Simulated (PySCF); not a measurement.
# Krypton: a sound run and one with changed settings

Sound run: Kr [Kr], Kr⁺ [Ar] 3d10 4s2 4p5. Computed with PySCF 2.14 in cc-pVTZ-PP with ECP10MDF (5s4p3d1f, 39 functions), with a scalar-relativistic core potential. The sound run starts from symmetry-adapted Hartree-Fock orbitals and uses a fine grid where one is needed.

Changed run: basis STO-3G, all-electron and non-relativistic. This setting is unsound on purpose.

```
species  method  sound run (hartree)  changed run (hartree)  converged
     Kr     UHF           -462.19804            -2722.70600        yes
     Kr   B3LYP           -463.64809            -2724.04007        yes
     Kr    PBE0           -463.54548            -2723.83026        yes
    Kr⁺     UHF           -461.71667            -2722.30230        yes
    Kr⁺   B3LYP           -463.12834            -2723.60031        yes
    Kr⁺    PBE0           -463.02794            -2723.38773        yes
```

Ionisation energy of Kr:

```json
{"method": "UHF", "sound run (eV)": "13.099", "changed run (eV)": "10.985"}
{"method": "B3LYP", "sound run (eV)": "14.143", "changed run (eV)": "11.966"}
{"method": "PBE0", "sound run (eV)": "14.083", "changed run (eV)": "12.042"}
```

A minimal basis cannot let orbitals breathe on ionisation and holds almost no correlation. The Hamiltonian changed with the basis, so the totals do not compare.

For comparison, NIST gives 14.000 eV between the lowest levels.
